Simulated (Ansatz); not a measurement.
A geometry relaxed with B3LYP-D3(BJ)/def2-TZVP (Ansatz, a program for electronic structure), charge 0, multiplicity 1:

```xyz
11

F      2.1864    -0.2754     0.6319
C     -1.1836    -0.5274     0.2463
C     -0.9445     0.9193     0.0498
C      0.3603     1.1329    -0.1480
C      1.0620    -0.2009    -0.1876
H     -1.7207     1.6708     0.0689
H      1.4062    -0.3971    -1.2132
C     -0.0228    -1.1861     0.1670
H     -2.1558    -0.9630     0.4266
H      0.1494    -2.2457     0.2724
H      0.8630     2.0728    -0.3141
```

Task: Write the SMILES of this molecule.

Result: `FC1C=CC=C1`
